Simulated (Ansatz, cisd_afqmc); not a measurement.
System: As, charge 0, quartet.

Total energies in cc-pVTZ-DK, 5 correlated electrons, 14 frozen orbitals. UHF or UKS for unpaired electrons; spin-orbit terms are left out. The -DK rows use spin-free X2C. AFQMC is phaseless with a CISD trial state; ± is one standard error, without the phaseless bias. Outlying blocks are dropped, and bars are widened where a walk drifts. Over all cases where full CI ran beside it in this data, AFQMC minus full CI had a median of +0.1 mEh and passed +0.4 mEh in a tenth of the cases.

```tsv
method	program	energy (Eh)	minus CCSDTQ (mEh)
HF	Ansatz	-2259.02965	88.33
MP2	Ansatz	-2259.10050	17.48
CCSD	Ansatz	-2259.11459	3.38
CCSD(T)	Ansatz	-2259.11735	0.63
CCSDT(Q)	Ansatz	-2259.11797	0.01
CCSDTQ	Ansatz	-2259.11798	0.00
AFQMC/CISD	cisd_afqmc	-2259.1179 ± 0.0001	0.1 ± 0.1
```

Ansatz is a first-principles code.
